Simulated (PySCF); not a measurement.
Delta-SCF ions had no search for a lower state. 

H₂Cl₂Ge, SMILES `[Cl][GeH2][Cl]` (charge 0, multiplicity 1)

The numbers are results of TPSSh-D3(BJ)/def2-TZVP // CAM-B3LYP-D3(BJ)/def2-TZVP (PySCF), not measurements.

```
Property                                                          Value
--------------------------------------  -------------------------------
HOMO                                                           -8.34 eV
dipole moment                                                    1.92 D
LUMO                                                           -1.14 eV
HOMO–LUMO gap                                                   7.20 eV
S1 excitation (TDA)                                             6.73 eV
S1 oscillator strength                                            0.026
T1 excitation (TDA)                                             6.18 eV
S1–T1 gap (TDA)                                                 0.55 eV
vertical ionisation energy (Delta-SCF)                         10.95 eV
total energy                                              -2998.7181 Ha
cost                                    around 3.0 core-minutes (rough)
```

Bonded distances (Å): Cl1–Ge2 2.142, Ge2–Cl3 2.142, Ge2–H4 1.523, Ge2–H5 1.523. Angles (°): Cl1–Ge2–Cl3 108.2, Cl1–Ge2–H4 108.2, Cl1–Ge2–H5 108.2, Cl3–Ge2–H4 108.2, Cl3–Ge2–H5 108.2, H4–Ge2–H5 115.8.
